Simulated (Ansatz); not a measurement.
Reaction (ligand exchange at the Hf–Cl bond): `[NH2][Hf]([NH2])([F])[Cl]` + H–F → `[NH2][Hf]([NH2])([F])[F]` + HCl

Gas-phase electronic energies from Ansatz, PBE0-D4/def2-TZVP geometries. CBS: MP2 limit from def2 TZ/QZ plus the TZ coupled-cluster correction, frozen cores. This one scheme is used for every species. DFT in def2-TZVPP. B3LYP here is the variant with VWN-RPA as its local correlation; programs differ in this. HSE06 is defined as in plane-wave codes. Elements past krypton have def2 core potentials. For Hf outer-core shells are correlated without core-valence functions, which leaves a few kJ/mol of doubt a bond. One conformer a species, not always the lowest.

```
             level  ΔE (kJ/mol)  difference from CCSD(T)/CBS
       LDA (SPW92)        -14.7                         -7.9
            PBE-D4        -15.2                         -8.4
         revPBE-D4        -15.3                         -8.5
         r2SCAN-D4        -14.4                         -7.6
            B97M-V        -15.2                         -8.4
           PBE0-D4         -8.5                         -1.7
          B3LYP-D4        -15.8                         -9.0
        r2SCANh-D4        -11.9                         -5.1
        r2SCAN0-D4         -8.5                         -1.7
          HSE06-D4         -7.9                         -1.1
          BHLYP-D4        -10.2                         -3.4
      CAM-B3LYP-D4        -20.7                        -13.9
           ωB97X-V        -17.7                        -10.9
           ωB97M-V        -14.9                         -8.1
            B2PLYP        -15.6                         -8.8
          PBE-QIDH         -5.8                          1.0
               PBE        -18.0                        -11.2
              BLYP        -26.6                        -19.8
            r2SCAN        -15.2                         -8.4
              PBE0        -11.1                         -4.3
             B3LYP        -20.4                        -13.6
           r2SCANh        -12.8                         -6.0
           r2SCAN0         -9.5                         -2.7
             HSE06        -10.5                         -3.7
             BHLYP        -15.3                         -8.5
           LC-ωPBE        -22.3                        -15.5
RPA@PBE/def2-TZVPP        -14.2                         -7.4
       HF/def2-SVP        -13.1                         -6.3
      MP2/def2-SVP        -21.6                        -14.8
     CCSD/def2-SVP        -25.2                        -18.4
  CCSD(T)/def2-SVP        -24.5                        -17.7
     HF/def2-TZVPP        -10.4                         -3.6
    MP2/def2-TZVPP         -4.4                          2.4
SCS-MP2/def2-TZVPP        -10.2                         -3.4
   CCSD/def2-TZVPP        -11.4                         -4.6
CCSD(T)/def2-TZVPP        -10.0                         -3.2
    MP2/def2-QZVPP         -2.9                          3.9
SCS-MP2/def2-QZVPP         -8.6                         -1.8
     MP2/CBS(def2)         -1.2                          5.6
    CCSD/CBS(def2)         -8.2                         -1.4
       CCSD(T)/CBS         -6.8                            0
```

Largest T1 diagnostic among the species: 0.015.

From BLYP to BHLYP (50 % exact exchange), in def2-TZVPP and without D4, ΔE moves by +11.4 kJ/mol. Leaving LDA and LC-ωPBE aside and taking each functional with its dispersion term where it has one, the values, not all of them listed here, spread over 15.7 kJ/mol, from BLYP-D4 to PBE-QIDH. LDA lies +3.3 kJ/mol from PBE without D4. At CCSD(T), def2-SVP lies −17.7 kJ/mol from the extrapolated value and def2-TZVPP −3.2 kJ/mol.
